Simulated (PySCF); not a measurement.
Broadened absorption spectrum of C2H11FSSi3

Species: C2H11FSSi3.
InChI=1S/C2H11FSSi3/c1-4-2(3,5)7-6/h7H2,1,5-6H3/t2-/m1/s1

Method used: TDDFT B3LYP/def2-SVPD, vertical, gas phase, core orbitals frozen in the response (PySCF). The structure is a single GFN2-xTB conformer in the gas phase; no vibrational or solvent corrections. Torsions of this conformer, `[CH3:1][S:2][C@:3]([F:4])([SiH3:5])[SiH2:6][SiH3:7]`: C1–S2–C3–F4 60°, S2–C3–Si6–Si7 -58°.

Each state is given a Gaussian of 0.5 eV full width at half maximum, with ε(max) = 2.175×10⁸ f / Δν̃ (Δν̃ the width in cm⁻¹). The width is an assumption, not a result. The curve ends short of the highest state used, and states not computed would add to its high-energy end.

```csv
E (eV),ε (L mol⁻¹ cm⁻¹)
4.26,0
4.30,1
4.34,2
4.37,2
4.41,4
4.45,7
4.49,11
4.53,18
4.56,25
4.60,36
4.64,51
4.68,71
4.71,88
4.75,114
4.79,143
4.83,174
4.87,205
4.90,228
4.94,256
4.98,280
5.02,300
5.05,311
5.09,322
5.13,328
5.17,330
5.21,331
5.24,331
5.28,332
5.32,335
5.36,343
5.39,354
5.43,376
5.47,411
5.51,460
5.55,526
5.58,588
5.62,687
5.66,804
5.70,936
5.73,1042
5.77,1188
5.81,1335
5.85,1477
5.89,1610
```

(1) Where are the band maxima, and which computed states make them?

(2) Coming from long wavelengths, where does ε first pass 100 L mol⁻¹ cm⁻¹?

(3) On this curve, what absorbance would a 10⁻⁴ mol/L sample give at 222 nm over a 1 cm path?

(4) Does any computed singlet lie in the visible range?

Answers

(1) 238 nm (5.21 eV), ε about 330, made up of S1 (45%) and S2 (44%) (hardly more than a shoulder) (ε in L mol⁻¹ cm⁻¹; maxima over ε = 5, shares over 10%). At its high-energy end, 5.89 eV, the curve is still rising (ε about 1600, from S4, S5 and S6). The states used: S1 5.01 eV (f 0.0043); S2 5.31 eV (f 0.0030); S3 5.58 eV (f 0.0027); S4 5.89 eV (f 0.015); S5 5.99 eV (f 0.0083); S6 6.14 eV (f 0.0086); S7 6.39 eV (f 0.018); S8 6.49 eV (f 0.058).

(2) At about 262 nm (4.73 eV), 0.28 eV below S1.

(3) 222 nm is 5.585 eV, where ε is about 600 L mol⁻¹ cm⁻¹, so A = ε c l ≈ 0.06 (Beer–Lambert, with the gas-phase spectrum and the assumed width).

(4) No computed singlet lies in the visible range (380 to 750 nm); the lowest, at 247 nm, stands 1.75 eV above its violet end (3.26 eV).
